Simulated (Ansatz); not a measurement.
Input (CCSDT(Q)/def2-SVP; Ansatz, a first-principles code):

Ansatz 0.2 input:
```yaml
crystal:
  periodic: [false, false, false]
  atoms:
    - {symbol: Pb, position_ang: [-0.00000000, -0.00000000, -0.37640212]}
    - {symbol: S, position_ang: [0.00000000, 0.00000000, 1.92906087]}
basis:
  gaussian:
    orbitals: def2-SVP
magnetization: {spin_polarized: false}
correlation: {method: ccsdt_q, electrons: outside_noble_gas}
```

Output:

```
Functional definition: HF
integrals: 0.02 GiB planned
833 factors; integrals over basis functions are off by at most 1.6e-7 eV
mean field: 0.15 GiB planned
mean field evaluation 1: about -16032.2091 eV, gradient 2.4e1 eV
mean field evaluation 2: about -16032.2443 eV, gradient 2.4e1 eV
mean field evaluation 4: about -16034.8188 eV, gradient 1.5e0 eV
mean field evaluation 8: about -16034.8374 eV, gradient 1.2e-1 eV
mean field evaluation 16: about -16034.7649 eV, gradient 1.4e0 eV
mean field -16034.83761231 eV, -589.2694134492 hartree, gradient 7.4e-6 eV, S^2 0.000000; 0 other end points of the search recorded, 0 dependent functions left out
14 core orbitals not correlated
reference -16034.83761231 eV, -589.2694134492 hartree; 5, 5 occupied and 25, 25 virtual orbitals, 833 factors
second order -5.12945691 eV of doubles, -0.00000000 eV of singles
coupled cluster: 0.12 GiB planned
cycle   1  -5.18685259 eV  change   -5.7e-2 eV  update   1.6e-1
cycle   2  -5.56584682 eV  change   -3.8e-1 eV  update   1.2e-1
cycle   3  -5.90053294 eV  change   -3.3e-1 eV  update   4.7e-2
cycle   4  -5.88233490 eV  change    1.8e-2 eV  update   2.1e-2
cycle   5  -5.87245908 eV  change    9.9e-3 eV  update   8.3e-3
cycle   6  -5.87728753 eV  change   -4.8e-3 eV  update   3.2e-3
cycle   7  -5.87913439 eV  change   -1.8e-3 eV  update   1.2e-3
cycle   8  -5.87877556 eV  change    3.6e-4 eV  update   3.9e-4
cycle   9  -5.87887621 eV  change   -1.0e-4 eV  update   1.6e-4
cycle  10  -5.87890163 eV  change   -2.5e-5 eV  update   6.9e-5
cycle  11  -5.87882904 eV  change    7.3e-5 eV  update   3.4e-5
cycle  12  -5.87887372 eV  change   -4.5e-5 eV  update   1.3e-5
cycle  13  -5.87888554 eV  change   -1.2e-5 eV  update   5.0e-6
cycle  14  -5.87888829 eV  change   -2.7e-6 eV  update   2.1e-6
cycle  15  -5.87888950 eV  change   -1.2e-6 eV  update   9.4e-7
cycle  16  -5.87888921 eV  change    2.9e-7 eV  update   3.1e-7
coupled cluster: 0.12 GiB planned
perturbative correction -0.03171982 eV, -0.0011656818 hartree
Total energy: -16040.74822134 eV, -589.4866243245 hartree
```

 The CCSD(T) runs of this state have a T1 diagnostic of up to 0.038.
